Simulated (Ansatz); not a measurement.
`C[Si](N)([SiH3])Cl` + H₂O → `C[Si](O)([SiH3])Cl` + NH₃ at 298.15 K and 1 bar (formal hydrolysis of the Si–N bond).

Isolated molecules relaxed with PBE0-D4/def2-TZVP in Ansatz; ΔE leaves out vibrations. CBS: MP2 limit from def2 TZ/QZ plus the TZ coupled-cluster correction, frozen cores. This one scheme is used for every species. One conformer a species, not always the lowest.

| species | CCSD(T)/CBS energy (Eh) | H − E (kJ/mol) | S (J/(mol·K)) |
| --- | --- | --- | --- |
| `C[Si](N)([SiH3])Cl` | -1135.60557 | 264.2 | 392.7 |
| H₂O | -76.37941 | 66.4 | 188.7 |
| `C[Si](O)([SiH3])Cl` | -1155.49045 | 231.2 | 389.8 |
| NH₃ | -56.50880 | 100.5 | 192.4 |

H − E and S are ideal-gas, rigid-rotor, harmonic terms from PBE0-D4/def2-TZVP, for one conformer and one mirror image of each species. 1 Eh = 2625.50 kJ/mol, R = 8.31446 J/(mol·K).

Question: By hand: ΔE, ΔH, ΔS and ΔG.

Answer: ΔE = (-1155.49045) + (-56.50880) − (-1135.60557) − (-76.37941) = -0.01427 Eh = -37.5 kJ/mol. Δ(H − E) = 231.2 + 100.5 − 264.2 − 66.4 = 1.1, so ΔH = -36.4 kJ/mol. ΔS = 389.8 + 192.4 − 392.7 − 188.7 = 0.8 J/(mol·K). ΔG = -36.4 − 298.15 × (0.8)/1000 = -36.6 kJ/mol.

Question: By hand: the equilibrium constant, and the temperature at which ΔG would vanish if ΔH and ΔS stayed fixed.

Answer: log₁₀ K = −ΔG/(RT ln 10) = 6.4. ΔH and −TΔS have one sign here, so there is no such temperature. One of them is within its doubt of zero, so this could turn.

The number of gas molecules stays the same, so ΔS is small and ΔH decides. A doubt of 5 kJ/mol in ΔE shifts log₁₀ K by 0.9 here. Other conformers and mirror images would add mixing entropy, several J/(mol·K) or more a flexible species. These are equilibria of isolated gas molecules and say nothing of rates. Largest T1 diagnostic: 0.011 (customary marks: 0.02 for closed shells, 0.045 for open ones).
